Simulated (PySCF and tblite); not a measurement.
The numbers below are computed, except where a source is named.
# Pyramidal inversion: stationary points, barriers and rates

System: C₃H₆FO₂S (charge -1), numbered as in [CH3:1][C-:2]([F:3])[S:4]([CH3:5])(=[O:6])=[O:7].

Motion: pyramidal inversion at C2. Level: PBE/pcSseg-1 + D3(BJ), IEF-PCM tetrahydrofuran on PBE0-D3(BJ)/def2-SVP stationary points, with GFN2-xTB thermal terms. Rate constants are transition-state-theory values, counting equivalent paths, without tunnelling. (PySCF 2.14 with density fitting, tblite 0.8.)

```csv
point,symmetry,E(GFN2) kcal/mol,E(DFT) kcal/mol,ZPE change kcal/mol,lowest mode cm⁻¹
start,C1,0.0,0.0,0.00,52
saddle,C1,13.3,7.0,0.06,435i
end,C1,-1.5,-1.3,0.14,70
```

```
Electronic barrier                                      : 7.0 kcal/mol
Barrier with zero-point energy                          : 7.1 kcal/mol
ΔH‡ (298 K)                                             : 6.7 kcal/mol
ΔS‡ (298 K, symmetry apart)                             : -2.6 cal/(mol K)
Paths                                                   : 1 equivalent path
End point                                               : a different minimum
Mean lifetime of the start against this motion at 298 K : 48 ns
Cost                                                    : 5.7 min on 1 thread of Arm Neoverse V1, on a host shared with other jobs (rough), peak memory 0.7 GiB, launched as `OMP_NUM_THREADS=1 python ens_run.py task.json out`
```

| T/K | ΔG‡ kcal/mol | k s⁻¹ | ΔG kcal/mol | k back s⁻¹ |
| --- | --- | --- | --- | --- |
| 200 | 7.3 | 4.4×10⁴ | -1.1 | 2980 |
| 250 | 7.4 | 1.8×10⁶ | -1.0 | 2.3×10⁵ |
| 298 | 7.5 | 2.1×10⁷ | -1.0 | 3.7×10⁶ |
| 350 | 7.6 | 1.3×10⁸ | -1.0 | 3.2×10⁷ |
| 400 | 7.7 | 5.1×10⁸ | -0.9 | 1.5×10⁸ |

ΔG and ΔG‡ leave out symmetry numbers and mirror images; rates count paths: 1 out, 1 back.

The ion is treated without a counter-ion.
